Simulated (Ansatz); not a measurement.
Born–Oppenheimer molecular dynamics of CH₁₁AlN₂Si (16 atoms, charge 0, multiplicity 1). It starts at the highest image of a converged band. Of that band: Neighbouring images differ by up to 2.6 eV, so the band resolves the path poorly. A vibrational analysis at the climbing image gives 2 clearly imaginary modes (1209i, 50i cm⁻¹): a point of higher order, so a lower path passes nearby.

Computed with RKS BLYP-D4/STO-3G in Ansatz 0.2.0.

- ensemble: NVE (velocity Verlet)
- time step: 0.5 fs
- steps asked: 200
- starting velocities drawn for: 100 K
- seed: 6305

First frame:

```xyz
16
Properties=species:S:1:pos:R:3
Al -0.373 -0.462 0.149
Si -0.469 2.022 0.193
N -0.292 -0.893 1.906
N -1.571 -1.018 -1.073
H 0.668 0.687 -0.422
C 1.535 -0.495 -0.819
H -0.418 2.833 -1.016
H -1.845 2.135 0.677
H 0.358 2.697 1.183
H -0.026 -1.919 2.027
H 0.514 -0.394 2.393
H -2.466 -1.358 -0.612
H -1.239 -1.873 -1.609
H 2.346 -0.541 -0.070
H 1.901 0.098 -1.681
H 1.378 -1.519 -1.227
```

(1) How far do the bonds stretch over the last three quarters of this one trajectory? (Pairs bonded in most of those frames.)

## Answers

(1) 
| bond | mean (Å) | spread (Å) | shortest | longest |
| --- | --- | --- | --- | --- |
| Al1–Si2 | 2.336 | 0.105 | 2.17 | 2.47 |
| Al1–N3 | 1.786 | 0.042 | 1.73 | 1.85 |
| Al1–N4 | 1.832 | 0.039 | 1.75 | 1.89 |
| Si2–H7 | 1.461 | 0.014 | 1.44 | 1.49 |
| Si2–H8 | 1.461 | 0.016 | 1.43 | 1.49 |
| Si2–H9 | 1.461 | 0.010 | 1.44 | 1.48 |
| N3–H10 | 1.059 | 0.009 | 1.04 | 1.07 |
| N3–H11 | 1.059 | 0.010 | 1.04 | 1.08 |
| N4–H12 | 1.073 | 0.009 | 1.06 | 1.09 |
| N4–H13 | 1.072 | 0.007 | 1.06 | 1.09 |
| H5–C6 | 1.117 | 0.051 | 1.02 | 1.24 |
| C6–H14 | 1.112 | 0.035 | 1.05 | 1.17 |
| C6–H15 | 1.117 | 0.046 | 1.03 | 1.20 |
| C6–H16 | 1.113 | 0.023 | 1.07 | 1.15 |

Mean temperature of the second half: 1030 K. The conserved energy stayed within 0.2 meV per atom of its start (net change 0.011 meV per atom), so the integration is sound. The system heated up, since it started high on the potential surface and ran downhill. A run of 0.1 ps of so small a system gives no equilibrium averages. The orbitals stay closed-shell, which can raise the energy where a bond breaks towards radicals; this wasn't checked here. Limits of this set-up: minimal basis.

The run took 10 min on 1 thread of Arm Neoverse V2, with other jobs on the host, peak memory 0.1 GiB.
